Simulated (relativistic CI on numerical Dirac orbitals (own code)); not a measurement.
**Hyperfine structure of Pm XXI, mass number 147**

Method of calculation: Dirac-Coulomb-Breit CI, separate exchange-only KLI orbitals for each configuration, model QED (radiative potential, 1s self-energy scaled to tabulated hydrogen-like ionisation energies), unscaled Slater integrals (own radial code, finite nucleus).

Configuration list (outside the closed core [Ar] 3d10): 4s²4p⁶4d⁵, 4s²4p⁵4d⁶, 4s²4p⁶4d⁴4f, 4s4p⁶4d⁵4f, 4p⁶4d⁷, 4p⁵4d⁸, 4s²4p⁶4d³5s², 4s²4p⁶4d²4f5s², 4s4p⁶4d³4f5s². Double excitations out of closed p, d and f shells are left out; levels of such configurations are missing from the list, as are those of other unlisted configurations, and high levels can miss mixing partners.

Nuclear spin I = 7/2, μ = 2.58 μN, Q = 0.74 b (tables of Stone and Pyykkö). The electronic factors are computed for point nuclear moments, without core polarisation or the Bohr-Weisskopf and QED corrections.

| Level | E (cm⁻¹) | A (MHz) | B (MHz) |
| --- | --- | --- | --- |
| 4s²4p⁶4d⁵ ⁴G7/2 | 64774.6 | 3396 | 4660 |
| 4s²4p⁶4d⁵ ⁴G11/2 | 68578.6 | 3917 | -114 |
| 4s²4p⁶4d⁵ ⁴G9/2 | 74010.6 | 3577 | 3940 |
| 4s²4p⁶4d⁵ ⁴P1/2 | 80092.3 | -1001 |  |
| 4s²4p⁶4d⁵ ²I11/2 | 105686.8 | 4163 | 342 |
| 4s²4p⁶4d⁵ ⁴D1/2 | 110701.6 | 7952 |  |

Levels with J = 0, under 50 % of one LS term, or S terms without an open s electron are left out. Small factors come from cancelling terms and can be off by tens of per cent or more.

At this charge energies of transitions that change n are usually good to better than 1 %, and those within a shell (Δn = 0) to a few per cent. Terms inside the open d or f shell come out 10 to 20 % too wide with unscaled integrals.

Give the hyperfine levels of 4s²4p⁶4d⁵ ⁴G7/2 relative to its centre of gravity.

With K = F(F + 1) − I(I + 1) − J(J + 1), E = AK/2 + B[¾K(K + 1) − I(I + 1)J(J + 1)]/[2I(2I − 1)J(2J − 1)]: F = 0: -50990, F = 1: -48070, F = 2: -42130, F = 3: -32990, F = 4: -20360, F = 5: -3854, F = 6: 17000, F = 7: 42770 MHz.

LS names give the leading component of a level, which can be under half, so a name can repeat, a term be missing and a line seem to break the LS rules.
